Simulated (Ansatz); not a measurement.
Gas-phase electronic energies from Ansatz, PBE0-D4/def2-TZVP geometries. CCSD(T)/CBS adds triple-zeta CCSD(T) − MP2 to the extrapolated MP2 energy (def2 sets, frozen cores). DFT in def2-TZVPP. Elements past krypton have def2 core potentials. For Te, Zn outer-core shells are correlated without core-valence functions, which leaves a few kJ/mol of doubt a bond. Scalar relativity is left out up to krypton. Each species was taken in one conformer, which may not be the lowest.

`O[C](F)(Cl)[ZnH]` + H₂Te → `OC(F)(Cl)[TeH]` + `[ZnH2]`  (substitution at a C–Zn bond)

```tsv
level	ΔE (kcal/mol)
CAM-B3LYP-D4	12.2
PBE-QIDH	11.8
CAM-B3LYP	13.2
MP2/CBS(def2)	9.7
```

(1) What does CCSD(T)/CBS give? (An estimate is asked.)

Largest T1 diagnostic among the species: 0.016.

Answers

(1) Ansatz gave: +11.1 kcal/mol. The listed levels differ from it by 1.1, 0.7, 2.1, -1.4 kcal/mol.

The D4 term adds −1.7 kcal/mol with B3LYP and −0.9 kcal/mol with PBE0; it sums over pairs of atoms, weighted by their polarisabilities, and B3LYP, whose exchange is more repulsive, gets the larger term. In def2-TZVPP, CCSD(T) changes the Hartree–Fock value by −2.9 kcal/mol (the triples alone add −0.7 kcal/mol) and MP2 by −4.3 kcal/mol. At CCSD(T), def2-SVP lies +3.3 kcal/mol from the extrapolated value and def2-TZVPP +0.6 kcal/mol.

CCSD(T)/CBS has its own doubt, a few kJ/mol and more with outer-core shells, so smaller differences from it don't rank the levels.

B3LYP here is the variant with VWN-RPA as its local correlation; programs differ in this.
